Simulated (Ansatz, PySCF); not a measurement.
Gas-phase reaction in SMILES: [GeH3] (GeH3) -> [GeH2] (GeH2) + H atom (the Ge-H bond at the site shown breaks; other sites are not compared here)
Structures are relaxed separately at B3LYP-D3(BJ)/def2-TZVP in Ansatz (a quantum-chemistry and plane-wave program). Unstable Hartree-Fock reference: [GeH2] (GeH2).
Geometry of the first species:
```xyz
4

Ge    -0.0167    -0.0237    -0.0294
H      0.5517    -0.9452     1.0702
H     -1.1244     0.8871     0.5402
H      1.1063     0.8180    -0.6708
```
Charge 0, spin multiplicity 2.

Wanted: bond dissociation energy (enthalpy at 298 K, with B3LYP-D3(BJ) rigid-rotor harmonic-oscillator terms from PySCF), in kcal/mol. Correlated levels leave the core frozen unless marked. Open shells are spin-unrestricted. No spin-orbit coupling. Frozen are the shells of the preceding noble gas and the d and f shells that filled before the atom's block. No relativistic terms. Basis-set limits of correlation are two-point, X^-3; Hartree-Fock from the larger set.

CCSD(T)/CBS(aug-cc-pVTZ,aug-cc-pVQZ) (Ansatz) gives 60.4 kcal/mol.

Question: Another calculation gave 63.3 kcal/mol. Which level was it?
(A) BHLYP/def2-TZVPD (Ansatz)
(B) SVWN5/def2-TZVPD (Ansatz)
(C) LC-wPBE/def2-TZVPD (Ansatz)
(D) BLYP/def2-TZVPD (Ansatz)

Answer: C, LC-wPBE/def2-TZVPD (Ansatz). The others give 60.1 (BHLYP), 55.1 (BLYP), 66.3 (SVWN5) kcal/mol.
